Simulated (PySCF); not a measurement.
Compound: C₄H₁₀Ge.
SMILES: `CC/C=[CH]\[GeH3]`

Theory: PySCF 2.14.0, density-fitted response routines, TDDFT B3LYP/def2-SVPD, vertical, gas phase, core orbitals frozen in the response. The structure is a single PBE0-D3(BJ)/def2-SVP conformer in the gas phase; no vibrational or solvent corrections. The B3LYP/def2-SVPD calculation is non-relativistic and has no spin–orbit coupling, an omission that weighs most on germanium. Torsions of this conformer, `[CH3:1][CH2:2]/[CH:3]=[CH:4]\[GeH3:5]`: C1–C2–C3–C4 -123°.

Broadening: Gaussians 0.5 eV wide at half height, area fixed by f = 4.319×10⁻⁹ ∫ε dν̃. The width is an assumption, not a result. The curve ends short of the highest state used, and states not computed would add to its high-energy end.

```json
{"λ (nm)": "170.5", "ε (L mol⁻¹ cm⁻¹)": "1787"}
{"λ (nm)": "171.6", "ε (L mol⁻¹ cm⁻¹)": "1723"}
{"λ (nm)": "172.7", "ε (L mol⁻¹ cm⁻¹)": "1716"}
{"λ (nm)": "173.8", "ε (L mol⁻¹ cm⁻¹)": "1769"}
{"λ (nm)": "174.9", "ε (L mol⁻¹ cm⁻¹)": "1893"}
{"λ (nm)": "176.0", "ε (L mol⁻¹ cm⁻¹)": "2109"}
{"λ (nm)": "177.2", "ε (L mol⁻¹ cm⁻¹)": "2487"}
{"λ (nm)": "178.3", "ε (L mol⁻¹ cm⁻¹)": "3002"}
{"λ (nm)": "179.4", "ε (L mol⁻¹ cm⁻¹)": "3718"}
{"λ (nm)": "180.5", "ε (L mol⁻¹ cm⁻¹)": "4661"}
{"λ (nm)": "181.6", "ε (L mol⁻¹ cm⁻¹)": "5842"}
{"λ (nm)": "182.7", "ε (L mol⁻¹ cm⁻¹)": "7246"}
{"λ (nm)": "183.9", "ε (L mol⁻¹ cm⁻¹)": "8979"}
{"λ (nm)": "185.0", "ε (L mol⁻¹ cm⁻¹)": "10673"}
{"λ (nm)": "186.1", "ε (L mol⁻¹ cm⁻¹)": "12367"}
{"λ (nm)": "187.2", "ε (L mol⁻¹ cm⁻¹)": "13952"}
{"λ (nm)": "188.3", "ε (L mol⁻¹ cm⁻¹)": "15315"}
{"λ (nm)": "189.4", "ε (L mol⁻¹ cm⁻¹)": "16355"}
{"λ (nm)": "190.6", "ε (L mol⁻¹ cm⁻¹)": "17032"}
{"λ (nm)": "191.7", "ε (L mol⁻¹ cm⁻¹)": "17189"}
{"λ (nm)": "192.8", "ε (L mol⁻¹ cm⁻¹)": "16896"}
{"λ (nm)": "193.9", "ε (L mol⁻¹ cm⁻¹)": "16185"}
{"λ (nm)": "195.0", "ε (L mol⁻¹ cm⁻¹)": "15117"}
{"λ (nm)": "196.2", "ε (L mol⁻¹ cm⁻¹)": "13644"}
{"λ (nm)": "197.3", "ε (L mol⁻¹ cm⁻¹)": "12112"}
{"λ (nm)": "198.4", "ε (L mol⁻¹ cm⁻¹)": "10503"}
{"λ (nm)": "199.5", "ε (L mol⁻¹ cm⁻¹)": "8902"}
{"λ (nm)": "200.6", "ε (L mol⁻¹ cm⁻¹)": "7379"}
{"λ (nm)": "201.7", "ε (L mol⁻¹ cm⁻¹)": "5986"}
{"λ (nm)": "202.9", "ε (L mol⁻¹ cm⁻¹)": "4651"}
{"λ (nm)": "204.0", "ε (L mol⁻¹ cm⁻¹)": "3612"}
{"λ (nm)": "205.1", "ε (L mol⁻¹ cm⁻¹)": "2751"}
{"λ (nm)": "206.2", "ε (L mol⁻¹ cm⁻¹)": "2055"}
{"λ (nm)": "207.3", "ε (L mol⁻¹ cm⁻¹)": "1506"}
{"λ (nm)": "208.4", "ε (L mol⁻¹ cm⁻¹)": "1084"}
{"λ (nm)": "209.6", "ε (L mol⁻¹ cm⁻¹)": "743"}
{"λ (nm)": "210.7", "ε (L mol⁻¹ cm⁻¹)": "516"}
{"λ (nm)": "211.8", "ε (L mol⁻¹ cm⁻¹)": "352"}
{"λ (nm)": "212.9", "ε (L mol⁻¹ cm⁻¹)": "237"}
{"λ (nm)": "214.0", "ε (L mol⁻¹ cm⁻¹)": "157"}
{"λ (nm)": "215.1", "ε (L mol⁻¹ cm⁻¹)": "102"}
{"λ (nm)": "216.3", "ε (L mol⁻¹ cm⁻¹)": "63"}
{"λ (nm)": "217.4", "ε (L mol⁻¹ cm⁻¹)": "40"}
{"λ (nm)": "218.5", "ε (L mol⁻¹ cm⁻¹)": "25"}
```

(1) Where are the band maxima, and which computed states make them?

(2) Coming from long wavelengths, where does ε first pass 100 L mol⁻¹ cm⁻¹?

(3) On this curve, what absorbance would a 10⁻³ mol/L sample give at 193 nm over a 1 cm path?

Answers

(1) 192 nm (6.47 eV), ε about 17000, made up of S1 (71%) and S3 (22%) (ε in L mol⁻¹ cm⁻¹; maxima over ε = 5, shares over 10%). At its high-energy end, 7.27 eV, the curve is still rising (ε about 1800, from S4, S6, S7 and S9). The states used: S1 6.42 eV (f 0.231); S2 6.55 eV (f 0.026); S3 6.60 eV (f 0.083); S4 7.06 eV (f 0.021); S5 7.31 eV (f 0.0026); S6 7.43 eV (f 0.011); S7 7.54 eV (f 0.0078); S8 7.60 eV (f 0.0024); S9 7.70 eV (f 0.040); S10 7.87 eV (f 0.0036).

(2) At about 215 nm (5.76 eV), 0.66 eV below S1.

(3) 193 nm is 6.424 eV, where ε is about 17000 L mol⁻¹ cm⁻¹, so A = ε c l ≈ 17 (Beer–Lambert, with the gas-phase spectrum and the assumed width).

All these states lie below the vertical ionisation energy of 9.37 eV (ΔSCF).
